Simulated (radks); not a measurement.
Fractional charge and spin in the 3p shell of calcium: the spin-up occupation runs from 2 to 3 and the spin-down occupation from 2 to 3; the fullest corner is Ca, [Ne] 3s2 4s2 3p(up 3, down 3). Method: scalar-relativistic Kohn-Sham, PBE, spin-polarised, spherical densities, finite nucleus; Fermi nuclear charge, rms radius of each element as measured or else 0.836 A^(1/3) + 0.57 fm; computed with a radial shooting solver on a logarithmic mesh with Libxc functionals. Energy (eV) minus the two flat planes that join the four corners (they meet along the diagonal where the two added fractions sum to one electron); zero is where a piecewise linear energy would lie.

| down \ up | 2 | 2.5 | 3 |
|---|---|---|---|
| 2 | 0.000 | -1.850 | 0.000 |
| 2.5 | -1.850 | 0.333 | -1.624 |
| 3 | 0.000 | -1.624 | 0.000 |

Corners above the fullest one (they belong to Ca+ and the next ion): (up 3, down 2) 34.335 eV, (up 2, down 3) 34.335 eV, (up 2, down 2) 83.932 eV. With half an added electron in each spin the energy lies 0.333 eV from the planes, and with half an added electron in spin up alone -1.850 eV. The planes are only a guide here: the flat-plane condition holds for ground states with one frontier orbital, while this shell lies below other occupied shells, so the corners above the fullest one are inner-hole states and not the ground states of those ions.
